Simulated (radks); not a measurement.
Effect of the nuclear size on neutral nickel, [Ar] 3d8 4s2. Method: Dirac Kohn-Sham, exchange-only LDA, spin-unpolarised, spherical densities, finite nucleus; open shells are shared between the two j in proportion to 2j + 1; Fermi nuclear charge, rms radius 3.7757 fm; computed with a radial shooting solver on a logarithmic mesh with Libxc functionals. The rms radius is varied about that value; shifts are against it.

| rms radius (fm) | total energy shift (eV) | density at nucleus (e/bohr^3) | 1s1/2 shift (meV) | 2s1/2 shift (meV) | 2p1/2 shift (meV) | 3s1/2 shift (meV) |
|---|---|---|---|---|---|---|
| 3.3151 | -0.0360 | 1.963e+04 | -15.3 | -1.42 | 0.136 | -0.204 |
| 3.5869 | -0.0153 | 1.955e+04 | -6.51 | -0.603 | 0.058 | -0.086 |
| 3.7757 | 0 | 1.95e+04 | 0.000 | 0.000 | 0.000 | 0.000 |
| 3.9116 | 0.0115 | 1.947e+04 | 4.88 | 0.452 | -0.043 | 0.065 |
| 4.3572 | 0.0518 | 1.937e+04 | 22.0 | 2.04 | -0.196 | 0.293 |

Slopes of the eigenvalues against <r^2> in GHz/fm^2, as finite differences over the two radii next to the reference (eigenvalue slopes, not the field-shift constants of lines): 1s1/2 1130, 2s1/2 105, 2p1/2 -10.1, 3s1/2 15.0.
